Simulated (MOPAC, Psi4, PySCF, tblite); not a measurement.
Two rigid molecules brought together: HBr ··· H4O4Si (SMILES Br and O[Si](O)(O)O). Monomers: optimised at B3LYP-D3(BJ) (def2-TZVP), held rigid. Orientation: lowest of the rigid-body minima from ten starts at GFN2-xTB. Only R, the distance of the centres of mass, is varied, so the lowest point isn't the relaxed dimer.

- PM7, restricted, heats of formation (MOPAC)
- GFN2-xTB (tblite)
- RHF/3-21G = restricted Hartree-Fock/3-21G, no counterpoise correction run with PySCF
- SAPT0/jun-cc-pVDZ, frozen core (Psi4)

Interaction energies in kcal/mol; the last columns give the difference from SAPT0:

```
R / Å    PM7  GFN2-xTB  RHF/3-21G  SAPT0/jun-cc-pVDZ  PM7 − SAPT0/jun-cc-pVDZ  GFN2-xTB − SAPT0/jun-cc-pVDZ  RHF/3-21G − SAPT0/jun-cc-pVDZ
-----  -----  --------  ---------  -----------------  -----------------------  ----------------------------  -----------------------------
3.66   11.42     -1.26       1.07               4.15                     7.27                         -5.42                          -3.08
3.92    1.53     -7.90      -5.85              -2.60                     4.13                         -5.30                          -3.25
4.08   -0.96     -8.58      -6.82              -4.20                     3.24                         -4.38                          -2.62
4.30   -2.43     -7.88      -6.66              -4.80                     2.36                         -3.08                          -1.86
4.47   -2.78     -6.88      -6.07              -4.58                     1.81                         -2.30                          -1.49
4.75   -2.66     -5.25      -4.85              -3.73                     1.07                         -1.51                          -1.11
5.10   -2.10     -3.66      -3.22              -2.60                     0.50                         -1.06                          -0.62
5.55   -1.46     -2.34      -1.59              -1.57                     0.11                         -0.77                          -0.02
6.32   -0.81     -1.15      -0.52              -0.69                    -0.12                         -0.46                           0.17
7.29   -0.27     -0.52      -0.20              -0.27                     0.00                         -0.25                           0.07
8.56   -0.09     -0.22      -0.08              -0.10                     0.01                         -0.12                           0.02
```

PM7 is furthest from SAPT0/jun-cc-pVDZ at 3.66 (7.27 kcal/mol, above); its mean absolute difference over the points is 1.88 kcal/mol.

GFN2-xTB is furthest from SAPT0/jun-cc-pVDZ at 3.66 (-5.42 kcal/mol, below); its mean absolute difference over the points is 2.24 kcal/mol.

RHF/3-21G is furthest from SAPT0/jun-cc-pVDZ at 3.92 (-3.25 kcal/mol, below); its mean absolute difference over the points is 1.30 kcal/mol.
